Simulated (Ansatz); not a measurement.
Coupled-cluster diagnostics for the cluster TaO4, Ansatz.

Geometry of the doublet (r2SCAN-D4/def2-SVP):

```csv
atom,x (Å),y (Å),z (Å)
Ta1,-0.386,0.147,0.334
O2,-0.212,-1.595,1.177
O3,-0.946,1.436,-1.009
O4,0.504,1.116,-1.049
O5,1.040,-1.104,0.548
```

In the def2 sets Ta takes a core potential; there is no spin–orbit coupling. Correlated methods freeze 4 core orbitals; core or outer-core shells of Ta are correlated, in sets that lack core-valence functions. The structure holds 2 bonds between oxygen atoms, so isomers without such links may lie far lower. No other spin state of charge 0 was run. Another isomer (doublet) lies 3.00 eV lower at PBE0-D4/def2-TZVP; other spin states weren't run for this one.

**Question.** Estimate the CCSD(T) correlation energy, the shares of MP2 and (T), T1 and the reference's ⟨S²⟩ for: charge 0, doublet, own geometry in def2-TZVP; and the rough time on 4 threads of Arm Neoverse V1 on a shared host.

**Answer.** 
| state | basis | correlation (eV) | MP2 share (%) | (T) share (%) | T1 | ⟨S²⟩ (pure) | wall time |
| --- | --- | --- | --- | --- | --- | --- | --- |
| charge 0, doublet, own geometry | def2-TZVP | -36.095 | 97.4 | 5.2 | 0.034 | 0.76 (0.75) | 8.8 min |
Customary marks for T1 are 0.02 (closed shells), 0.045 (open shells) and about 0.05 (3d metals). T1 exceeds 0.02 in 1 of 1 rows and 0.045 in 0; the higher it lies, the less the single-reference result can be trusted.
